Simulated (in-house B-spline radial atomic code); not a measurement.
**Rh II (Rh+): [Kr] 4d8**

Level of theory: Dirac-Kohn-Sham HSE06, spherical fractional occupations, Fermi nucleus of rms radius 4.4945 fm; calculated with a radial B-spline atomic code at the basis-set limit.

Z_r = [3n² - l(l+1)]/(2<r>); Z_e = n√(-2ε); the last column is Slater's effective charge. Values are occupation-weighted means over j. An effective charge above Z reflects the relativistic contraction of the inner shells.

| shell | electrons | ε (eV) | <r> (bohr) | Z_r | Z_e | Slater |
| --- | --- | --- | --- | --- | --- | --- |
| 1s | 2 | -23117 | 0.03262 | 45.98 | 41.22 | 44.70 |
| 2s | 2 | -3377.6 | 0.1415 | 42.41 | 31.51 | 40.85 |
| 2p | 6 | -3028.3 | 0.1236 | 40.47 | 29.84 | 40.85 |
| 3s | 2 | -618.95 | 0.3897 | 34.64 | 20.23 | 33.75 |
| 3p | 6 | -502.92 | 0.3896 | 32.08 | 18.24 | 33.75 |
| 3d | 10 | -316.33 | 0.3701 | 28.37 | 14.47 | 23.85 |
| 4s | 2 | -94.946 | 0.9831 | 24.41 | 10.57 | 17.25 |
| 4p | 6 | -61.643 | 1.084 | 21.22 | 8.51 | 17.25 |
| 4d | 8 | -14.376 | 1.543 | 13.61 | 4.11 | 6.55 |

The least bound orbital is 4d5/2 at -14.21 eV, and it is also the most diffuse (<r> = 1.552 bohr).

Spin-orbit splittings of the orbital energies (j = l + 1/2 above j = l - 1/2 when positive): 2p 144.8 eV, 3p 25.13 eV, 3d 4.938 eV, 4p 3.938 eV, 4d 0.4087 eV.

For the 1s electron the small component carries 2.71 % of the norm, the zero-frequency Breit interaction raises the level by 48.29 eV, self-energy by 26.78 eV, and vacuum polarisation lowers it by 3.253 eV.

Caution: exact exchange at fractional occupations of open shells leaves self-interaction of up to several eV.
